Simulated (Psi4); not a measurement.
The Psi4 input:
```
memory 2 GB

molecule mol {
0 1
  C     0.001846    0.001479    0.337026
  H     0.007891    0.006322    1.440843
  F     0.027274    1.242683   -0.133867
  F     1.061987   -0.646440   -0.131245
  F    -1.091368   -0.597932   -0.119665
}

set basis 3-21g
set reference rhf

energy('mp2.5')
print_variables()
```

**Question.** Estimate the nuclear repulsion energy that MP2.5/3-21G (Psi4 1.11) returns for this input.

**Answer.** 134.2770 Eh

**Question.** Give the total energy at the level MP2.5/3-21G.

**Answer.** -335.3905 Eh

**Question.** What number of basis functions does MP2.5/3-21G give?

**Answer.** 38

**Question.** Give the MP2 correlation energy at the level MP2.5/3-21G.

**Answer.** -0.4440 Eh
